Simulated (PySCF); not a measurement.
These compounds are isomers of formula C6H9NOSi.

A. `CC(=O)/C(=C/C#N)C[SiH3]`
B. SMILES N#C[C@@H]1[C@@H]2C[SiH2][C@H]1CO2
C. `C(N[SiH2]C(C#C)=C)(C)=O`
D. SMILES C(C(/C=C/C#N)=O)C[SiH3]

Spectrum 1. 13C{1H} NMR (computed): δ 178.8 (C), 151.6 (CH2), 132.4 (C), 90.6 (CH), 90.0 (C), 24.0 (CH3).

Spectrum 2. 13C{1H} NMR (computed): δ 210.8 (C), 174.1 (C), 121.4 (C), 105.2 (CH), 28.6 (CH3), 21.5 (CH2).

Spectrum 3. 13C{1H} NMR (computed): δ 124.0 (C), 82.6 (CH), 73.8 (CH2), 37.5 (CH), 30.3 (CH), 17.9 (CH2).

Spectrum 4. 13C{1H} NMR (computed): δ 202.3 (C), 150.3 (CH), 122.6 (C), 119.4 (CH), 45.4 (CH2), 5.0 (CH2).

[PySCF 2.14.0 with density-fitted response routines: GFN2-xTB structure; NMR shieldings at PBE0/pcSseg-1/GIAO; one averaged value for each set of equivalent atoms; one computed conformer; no solvent; non-relativistic Hamiltonian]

δ = σ(ref) − σ, references computed at the same level: 13C against TMS. Acid and N–H amide carbonyl carbons lie up to 10 ppm further downfield in solution (hydrogen bonding). Shifts are as computed. Against solution values, carbons near 30 ppm lie about +3 ppm off and those near 130 ppm about +5 ppm. Of 1309 compounds with measured shifts, 239 miss one by over three times the rms of a fit or turn the order of signals round; such compounds aren't used in these exercises.

Which spectrum belongs to which compound?

Answers

1–C, 2–A, 3–B, 4–D.

- Spectrum 1 (C): 6 13C signals; δC 178.8 is an amide carbonyl carbon; δC 151.6 is a terminal =CH2 carbon.
- Spectrum 2 (A): 6 13C signals; δC 210.8 is a ketone carbonyl carbon; δC 121.4 is a nitrile carbon.
- Spectrum 3 (B): 6 13C signals; δC 124.0 is a nitrile carbon; δC 82.6 is an sp3 CH bonded to O.
- Spectrum 4 (D): 6 13C signals; δC 202.3 is a ketone carbonyl carbon; δC 150.3 is an α carbon of a C=C–C=O unit.
